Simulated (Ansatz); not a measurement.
Reaction (formal exchange of groups at the Si–O bond): `[OH][Ga]([Cl])[O][SiH3]` + `CBN` → `CB(N)[SiH3]` + `[OH][Ga]([OH])[Cl]`

Calculated with Ansatz (gas phase, PBE0-D4/def2-TZVP geometries, no zero-point term in ΔE). CCSD(T)/CBS adds triple-zeta CCSD(T) − MP2 to the extrapolated MP2 energy (def2 sets, frozen cores). For Ga outer-core shells are correlated without core-valence functions, which leaves a few kJ/mol of doubt a bond. Scalar relativity is left out up to krypton. One conformer a species, not always the lowest.

`[OH][Ga]([Cl])[O][SiH3]`:

```xyz
9

O    -2.170   -0.535    1.954
Ga   -1.102   -0.749    0.566
Cl   -1.323   -2.439   -0.684
O     0.146    0.454    0.233
Si    1.330    0.689   -0.877
H    -1.976    0.266    2.447
H     2.355   -0.386   -0.790
H     0.771    0.702   -2.255
H     1.969    1.998   -0.593
```

`CBN`:

Z-matrix (Å, degrees):
```
C
B 1 1.568
H 1 1.095 2 110.4
H 1 1.096 2 110.3 3 116.2
H 1 1.094 2 114.3 3 -121.9
N 2 1.392 1 122.0 3 122.1
H 2 1.202 1 121.0 3 -57.9
H 6 1.005 2 123.2 1 180.0
H 6 1.007 2 123.1 1 -0.0
```

`CB(N)[SiH3]`:

Cartesian coordinates in Å:
```
C 0.883 -0.728 -1.155
B -0.124 -0.296 -0.027
N -1.090 -1.187 0.434
Si -0.063 1.556 0.798
H 1.918 -0.634 -0.808
H 0.738 -1.755 -1.505
H 0.802 -0.063 -2.021
H -1.759 -0.965 1.151
H -1.182 -2.125 0.074
H -0.258 2.623 -0.228
H 1.253 1.826 1.448
H -1.117 1.748 1.840
```

`[OH][Ga]([OH])[Cl]`:

Z-matrix (Å, degrees):
```
Ga
O 1 1.766
Cl 1 2.121 2 119.0
O 1 1.772 2 119.7 3 180.0
H 2 0.961 1 112.5 3 -180.0
H 4 0.960 1 113.7 2 180.0
```

| species | MP2/def2-QZVPP energy (Eh) |
| --- | --- |
| `[OH][Ga]([Cl])[O][SiH3]` | -2825.39798 |
| `CBN` | -121.13463 |
| `CB(N)[SiH3]` | -411.37472 |
| `[OH][Ga]([OH])[Cl]` | -2535.11119 |

Task: Work out ΔE.

Result: ΔE = (-411.37472) + (-2535.11119) − (-2825.39798) − (-121.13463) = 0.04670 Eh = +1.27 eV. CCSD(T)/CBS gives +1.19 eV.

Largest T1 diagnostic among the species: 0.013.

From PBE to PBE0 (25 % exact exchange), in def2-TZVPP and without D4, ΔE moves by +0.10 eV. In def2-TZVPP, CCSD(T) changes the Hartree–Fock value by −0.32 eV (the triples alone add −0.04 eV) and MP2 by −0.25 eV.
